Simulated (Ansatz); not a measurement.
Relaxation of CH$_{5}$ClISbSi (10 atoms, charge 0, multiplicity 1), to a largest force component of 0.015 eV/Å in at most 40 steps.

The calculation used Ansatz, RKS LDA/def2-SVP.

```xyz
10
Properties=species:S:1:pos:R:3
C -0.132 0.145 1.302
Si -0.019 0.758 -0.479
Cl 1.527 2.133 -0.641
Sb 0.533 -1.217 -1.952
I -2.111 1.825 -1.213
H 0.764 -0.279 1.610
H -0.363 1.065 1.946
H -0.976 -0.520 1.360
H -0.816 -2.140 -1.131
H 1.675 -1.822 -0.798
```

**Question.** Where does it end, and by what steps?

**Answer.** The run converged. After 8 steps the energy has fallen by 0.279 eV; H9 moved furthest, 0.17 Å.

```json
{"step": "0", "energy less start (eV)": "0.0000", "largest force component (eV/Å)": "3.522", "accepted": "yes"}
{"step": "1", "energy less start (eV)": "-0.1448", "largest force component (eV/Å)": "1.036", "accepted": "yes"}
{"step": "2", "energy less start (eV)": "-0.2610", "largest force component (eV/Å)": "0.600", "accepted": "yes"}
{"step": "3", "energy less start (eV)": "-0.2579", "largest force component (eV/Å)": "0.671", "accepted": "no"}
{"step": "4", "energy less start (eV)": "-0.2755", "largest force component (eV/Å)": "0.057", "accepted": "yes"}
{"step": "5", "energy less start (eV)": "-0.2776", "largest force component (eV/Å)": "0.044", "accepted": "yes"}
{"step": "6", "energy less start (eV)": "-0.2784", "largest force component (eV/Å)": "0.031", "accepted": "yes"}
{"step": "7", "energy less start (eV)": "-0.2784", "largest force component (eV/Å)": "0.024", "accepted": "no"}
{"step": "8", "energy less start (eV)": "-0.2786", "largest force component (eV/Å)": "0.002", "accepted": "yes"}
```

```xyz
10
Properties=species:S:1:pos:R:3
C -0.173 0.244 1.355
Si 0.007 0.680 -0.440
Cl 1.545 2.060 -0.612
Sb 0.507 -1.236 -2.064
I -2.088 1.730 -1.185
H 0.771 -0.211 1.723
H -0.391 1.159 1.946
H -1.003 -0.482 1.489
H -0.745 -2.144 -1.289
H 1.653 -1.851 -0.920
```

The run took 49 s on 2 threads of Intel(R) Xeon(R) Processor @ 2.50GHz (Skylake/Cascade Lake), with other jobs on the host, peak memory 0.2 GiB.
